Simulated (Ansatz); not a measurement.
Cl3F3Mo, SMILES `[F][Mo]([F])([F])([Cl])([Cl])[Cl]`, 7 atoms. Total charge 0; spin multiplicity 1. Correlated methods include outer-core shells of Mo, which these sets cover unevenly. Mo: def2 effective core potential. All runs use 4 threads of an Arm Neoverse V1 on a shared host. Correlated methods freeze the cores.

Question: Give the basis size and wall time and peak host memory of each of these runs in Ansatz. RKS SPW92 (LDA)/def2-TZVPP energy; RKS BHLYP-D4/def2-TZVPP energy; RKS PBE0-D4/def2-TZVP relaxation (6 steps); RHF-MP2/def2-QZVPP energy; RHF-MP2/def2-TZVPP energy; RKS ωB97M-V/def2-SVP energy; RKS PBE0-D4/def2-SVP energy; RKS PBE0-D4/def2-TZVP frequencies; RHF-CCSD(T)/def2-SVP energy; RKS r2SCAN-D4/def2-TZVPP energy and forces; direct RPA on PBE orbitals/def2-TZVPP energy; RKS PBE-QIDH (frozen core)/def2-TZVPP energy. (Best estimate.)

Answer: The calculation gave: Other jobs shared the machine, so times are rough.

```
                                level                   job  functions  wall time  peak host memory (GiB)
           RKS SPW92 (LDA)/def2-TZVPP                energy        275      2.5 s                    0.47
                 RKS PBE0-D4/def2-SVP                energy        127      2.8 s                    0.56
              RKS BHLYP-D4/def2-TZVPP                energy        275        9 s                     1.2
                   RHF-MP2/def2-TZVPP                energy        275      9.5 s                    0.91
             RKS r2SCAN-D4/def2-TZVPP     energy and forces        275       12 s                    0.52
                 RKS ωB97M-V/def2-SVP                energy        127       13 s                    0.56
RKS PBE-QIDH (frozen core)/def2-TZVPP                energy        275       16 s                     1.2
direct RPA on PBE orbitals/def2-TZVPP                energy        275       19 s                    0.83
                 RHF-CCSD(T)/def2-SVP                energy        127       35 s                    0.88
                   RHF-MP2/def2-QZVPP                energy        462       38 s                     2.9
                RKS PBE0-D4/def2-TZVP  relaxation (6 steps)        244       60 s                    0.96
                RKS PBE0-D4/def2-TZVP           frequencies        244    4.5 min                    0.96
```
